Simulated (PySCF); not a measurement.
## Worked example: dipole moment from atomic charges

Cd(Br)(Et) (C2H5BrCd), SMILES [CH2]([Cd][Br])C. Atoms are numbered in the order given.

```xyz
9

Cd     0.1809     0.4005     0.0000
Br    -0.1562    -2.0099     0.0000
C      0.4742     2.5005     0.0000
C     -0.8033     3.3305     0.0000
H      1.0946     2.7253    -0.8824
H      1.0946     2.7253     0.8824
H     -1.4282     3.1367     0.8857
H     -1.4282     3.1367    -0.8857
H     -0.5748     4.4106     0.0000
```
Charge 0, spin multiplicity 1.

Coordinates come from a PBE0-D3(BJ)/def2-SVP optimisation. The def2 effective core potentials stand for the cores of Cd; spin–orbit coupling is left out. One conformer was computed; it need not be the lowest.

Charges (e) from B3LYP/def2-TZVP (PySCF):

```json
[
 {"atom": "Cd1", "Mulliken": "0.605", "ESP fit": "0.435"},
 {"atom": "Br2", "Mulliken": "-0.413", "ESP fit": "-0.366"},
 {"atom": "C3", "Mulliken": "-0.414", "ESP fit": "-0.044"},
 {"atom": "C4", "Mulliken": "-0.340", "ESP fit": "-0.087"},
 {"atom": "H5", "Mulliken": "0.115", "ESP fit": "-0.004"},
 {"atom": "H6", "Mulliken": "0.115", "ESP fit": "-0.004"},
 {"atom": "H7", "Mulliken": "0.111", "ESP fit": "0.020"},
 {"atom": "H8", "Mulliken": "0.111", "ESP fit": "0.020"},
 {"atom": "H9", "Mulliken": "0.112", "ESP fit": "0.031"}
]
```

The dipole moment of the full density is 3.36 D.

Question: What dipole moment does each set of point charges give, and which comes closer to that of the density?

Answer: 
μ = Σ q r, and 1 e Å = 4.8032 D.
Mulliken: Σ q r = (0.121, 0.722, 0.000) e Å, |μ| = 3.52 D.
ESP fit: Σ q r = (0.101, 0.750, 0.000) e Å, |μ| = 3.64 D.
Mulliken comes closer in size. Point charges leave out the atoms' own dipoles (lone pairs, polarised bonds); fits to the potential absorb them, partitions of the density don't.
